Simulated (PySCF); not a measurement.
Level of theory: geometry: GFN2-xTB, NMR shieldings at PBE0/pcSseg-1/GIAO, in PySCF (in vacuum, one averaged value for each set of equivalent atoms, non-relativistic Hamiltonian, single conformer).

References, each an isolated molecule treated in the same way: TMS for ¹H (σref 31.72), ¹³C (σref 186.93). Shifts are as computed. Against solution values, carbons near 30 ppm lie about +3 ppm off and those near 130 ppm about +5 ppm (rms about the fit 2.1 ppm; single classes can miss by 10 ppm). Of 1328 compounds with measured shifts, 309 miss one by over three times the rms of a fit or turn the order of signals round; such compounds aren't used in these exercises. Signals without a measured value on file couldn't be tested in this way; 1H shifts scatter by 0.2 ppm about their fit, and single ones miss by 0.5 ppm.

Task: Order these molecules by the shift of their most shielded carbon-bound hydrogen, lowest δ first.
A. CCC=C=O
B. C[SiH2]O[SiH2]O[SiH2]C
C. COCC(=O)O[SiH3]

Result: B (0.41 ppm, hydrogen on a methyl carbon bonded to Si), A (1.18 ppm, hydrogen on a methyl carbon), C (3.74 ppm, hydrogen on a methyl carbon bonded to O).

Task: Order these molecules by the shift of their most shielded carbon, lowest δ first.
A. O=C(F)F
B. COCC(=O)O[SiH3]
C. C[SiH2]O[SiH2]O[SiH2]C
D. CCC=C=O

Result: C (0.3 ppm, methyl carbon bonded to Si), D (20.1 ppm, allylic sp3 CH2), B (59.7 ppm, methyl carbon bonded to O), A (144.0 ppm, carbonyl carbon).

Task: How many ¹³C and ¹H signals does each give (equivalence by symmetry and fast rotation, but not about amide C–N or C=N bonds)? `COCC(=O)O[SiH3]`, `O=C(F)F`, `CCC=C=O`, `C[SiH2]O[SiH2]O[SiH2]C`

Result: COCC(=O)O[SiH3]: 3 C, 3 H; O=C(F)F: 1 C, 0 H; CCC=C=O: 4 C, 3 H; C[SiH2]O[SiH2]O[SiH2]C: 1 C, 3 H.
